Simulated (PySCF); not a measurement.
Record of a relaxation.

Compound: 2-(ethylthio)-3-methyl-1-butene, C7H14S.
Bonds: C1–C2 (double), C2–S3, S3–C4, C4–C5, C2–C6, C6–C7, C6–C8. Hydrogens: H9, H10 on C1; H11, H12 on C4; H13, H14, H15 on C5; H16 on C6; H17, H18, H19 on C7; H20, H21, H22 on C8.

Method: PBE0-D3(BJ)/def2-SVP geometry optimisation, gas phase in PySCF; density fitting, grid level 1; the optimiser is geomeTRIC in internal coordinates, started from a GFN2-xTB structure with every atom displaced at random (about 0.01 Å). 4 of its 8 geometries are shown. The frame can shift and turn from step to step; on so coarse a grid that alone can change the energy by a few meV, and forces under 0.02 eV/Å are noise.

Step 0: E = -18301.3336 eV, largest atomic force 2.269 eV/Å
```
atom  x, y, z in Å  |  force x, y, z in eV/Å
C1      0.505    1.149    0.702   -1.305   1.815   0.385
C2     -0.082   -0.013    0.503    0.362  -1.269  -0.094
S3      0.791   -1.516    0.198    0.743  -0.201  -0.076
C4      2.562   -1.010   -0.151   -2.100   0.115  -0.507
C5      2.666   -0.381   -1.528   -0.226   0.341   0.789
C6     -1.567   -0.265    0.472    0.156   0.692  -0.272
C7     -2.335    0.597    1.457   -0.414  -0.188  -0.423
C8     -2.059   -0.064   -0.960   -1.218  -0.150   1.059
H9      1.546    1.340    0.722    1.302  -0.034  -0.079
H10    -0.119    2.047    0.882    0.214  -0.391  -0.049
H11     2.855   -0.355    0.660    0.365   0.320   0.367
H12     3.099   -1.942   -0.086    0.443  -0.618   0.141
H13     2.323   -1.060   -2.300   -0.056  -0.388  -0.350
H14     2.038    0.524   -1.582    0.148  -0.022  -0.032
H15     3.703   -0.112   -1.696    0.537   0.251  -0.361
H16    -1.712   -1.307    0.753   -0.117  -0.494   0.065
H17    -1.916    0.543    2.452    0.253  -0.058   0.593
H18    -2.349    1.646    1.150    0.015   0.273  -0.075
H19    -3.381    0.256    1.501   -0.035   0.057   0.026
H20    -1.559   -0.708   -1.639    0.879  -0.773  -0.926
H21    -1.948    0.964   -1.275    0.151   0.623  -0.178
H22    -3.126   -0.330   -1.023   -0.099   0.101  -0.004
```

Step 2: E = -18301.5410 eV, largest atomic force 0.118 eV/Å
```
atom  x, y, z in Å  |  force x, y, z in eV/Å
C1      0.562    1.124    0.734   -0.029   0.083   0.078
C2     -0.031   -0.058    0.523    0.064   0.038  -0.045
S3      0.825   -1.539    0.088   -0.047  -0.086  -0.037
C4      2.493   -0.985   -0.351   -0.059  -0.013   0.065
C5      2.570   -0.231   -1.664    0.032   0.008  -0.038
C6     -1.531   -0.289    0.577    0.043  -0.075   0.011
C7     -2.251    0.618    1.566    0.022   0.027   0.013
C8     -2.130   -0.180   -0.826    0.006  -0.030  -0.052
H9      1.642    1.266    0.655   -0.044   0.013   0.014
H10    -0.030    1.999    1.009   -0.003  -0.006  -0.007
H11     2.899   -0.397    0.488    0.019   0.004   0.009
H12     3.080   -1.916   -0.386   -0.025   0.002  -0.017
H13     2.205   -0.852   -2.495   -0.002  -0.001   0.011
H14     1.961    0.684   -1.632    0.006  -0.014  -0.025
H15     3.611    0.058   -1.881    0.000   0.014  -0.009
H16    -1.675   -1.333    0.915    0.011   0.018   0.011
H17    -1.795    0.570    2.566   -0.002  -0.006  -0.007
H18    -2.237    1.668    1.235    0.009   0.000  -0.001
H19    -3.307    0.320    1.654    0.001   0.001  -0.009
H20    -1.618   -0.856   -1.528   -0.003   0.023   0.021
H21    -2.028    0.848   -1.208   -0.003  -0.004   0.004
H22    -3.200   -0.440   -0.819    0.005   0.007   0.010
```

Step 5: E = -18301.5455 eV, largest atomic force under 0.02 eV/Å
```
atom  x, y, z in Å  |  force x, y, z in eV/Å
C1      0.552    1.134    0.758   -0.004  -0.002   0.006
C2     -0.032   -0.047    0.518   -0.001   0.004   0.002
S3      0.810   -1.529    0.056   -0.003  -0.003  -0.018
C4      2.485   -0.985   -0.359    0.005  -0.003  -0.001
C5      2.590   -0.238   -1.676   -0.001   0.001   0.001
C6     -1.530   -0.288    0.578    0.003   0.004  -0.002
C7     -2.249    0.620    1.566    0.001   0.004  -0.007
C8     -2.136   -0.185   -0.824   -0.001  -0.008   0.003
H9      1.629    1.290    0.679    0.000   0.002   0.002
H10    -0.050    1.997    1.050    0.001   0.000   0.002
H11     2.887   -0.402    0.484    0.000  -0.001  -0.003
H12     3.063   -1.922   -0.390   -0.002  -0.001   0.004
H13     2.234   -0.864   -2.507    0.003   0.000  -0.001
H14     1.985    0.680   -1.664   -0.004  -0.001   0.001
H15     3.635    0.044   -1.879   -0.001   0.002   0.002
H16    -1.666   -1.331    0.920    0.003   0.002   0.012
H17    -1.791    0.573    2.565   -0.003  -0.003   0.003
H18    -2.234    1.670    1.234    0.003   0.001   0.002
H19    -3.305    0.323    1.655    0.000   0.001  -0.003
H20    -1.621   -0.857   -1.526    0.000   0.001  -0.003
H21    -2.042    0.844   -1.207   -0.001   0.002   0.000
H22    -3.204   -0.452   -0.810    0.000  -0.001   0.000
```

Step 7: E = -18301.5469 eV, largest atomic force under 0.02 eV/Å
```
atom  x, y, z in Å  |  force x, y, z in eV/Å
C1      0.560    1.114    0.779    0.002  -0.002   0.015
C2     -0.037   -0.054    0.509   -0.002  -0.001  -0.015
S3      0.789   -1.527   -0.008   -0.005  -0.007   0.003
C4      2.477   -0.990   -0.381    0.006  -0.002  -0.006
C5      2.613   -0.213   -1.677   -0.009  -0.004   0.000
C6     -1.535   -0.287    0.584    0.003  -0.003  -0.001
C7     -2.246    0.646    1.555    0.007   0.002   0.000
C8     -2.154   -0.214   -0.814    0.007  -0.002  -0.004
H9      1.638    1.264    0.691   -0.006   0.005   0.001
H10    -0.030    1.971    1.110    0.001   0.004  -0.003
H11     2.866   -0.429    0.484    0.003  -0.004   0.002
H12     3.048   -1.931   -0.421   -0.005   0.006   0.001
H13     2.279   -0.821   -2.531    0.004   0.004   0.002
H14     2.005    0.703   -1.659    0.004   0.001   0.001
H15     3.662    0.076   -1.848   -0.002   0.002  -0.001
H16    -1.671   -1.321    0.953    0.000   0.002   0.001
H17    -1.792    0.610    2.556   -0.002   0.000  -0.001
H18    -2.218    1.689    1.204    0.001   0.001   0.000
H19    -3.305    0.362    1.646    0.000  -0.002   0.000
H20    -1.647   -0.899   -1.509   -0.003   0.006   0.004
H21    -2.066    0.807   -1.218    0.001  -0.003  -0.001
H22    -3.222   -0.480   -0.784   -0.003  -0.001   0.001
```

Question: Summarise the path.

Answer: The energy falls by 0.2133 eV from step 0 to step 7; nine tenths of that is first reached at step 1. It falls at every step. The largest force goes from 2.269 to under 0.02 eV/Å. Among the bonds S3–C4 changes most, from 1.875 to 1.809 Å; the atoms move by 0.142 Å rms after alignment.

Question: Follow the three bonds and two angles with the largest change from start to end.

Answer: 
| step | E above end (eV) | largest force (eV/Å) | S3–C4 (Å) | C8–H20 (Å) | C1–H9 (Å) | S3–C4–C5 (°) | C2–C1–H9 (°) |
| --- | --- | --- | --- | --- | --- | --- | --- |
| 0 | 0.2133 | 2.269 | 1.875 | 1.061 | 1.058 | 110.2 | 126.9 |
| 1 | 0.0145 | 0.332 | 1.814 | 1.106 | 1.096 | 115.1 | 123.2 |
| 2 | 0.0059 | 0.118 | 1.812 | 1.101 | 1.092 | 114.2 | 122.8 |
| 3 | 0.0050 | 0.101 | 1.810 | 1.098 | 1.089 | 114.0 | 123.1 |
| 4 | 0.0019 | 0.022 | 1.810 | 1.099 | 1.091 | 114.2 | 123.0 |
| 5 | 0.0014 | under 0.02 | 1.810 | 1.100 | 1.091 | 114.3 | 122.9 |
| 6 | 0.0004 | 0.024 | 1.809 | 1.100 | 1.091 | 114.3 | 123.0 |
| 7 | 0.0000 | under 0.02 | 1.809 | 1.100 | 1.091 | 114.3 | 122.9 |

The cost below is that of the whole optimisation. The run took 2.2 min wall on Intel Xeon Platinum 8488C, one thread, shared host with 96 logical CPUs at a one-minute load of 51, and the process peaked at 0.88 GiB of memory.
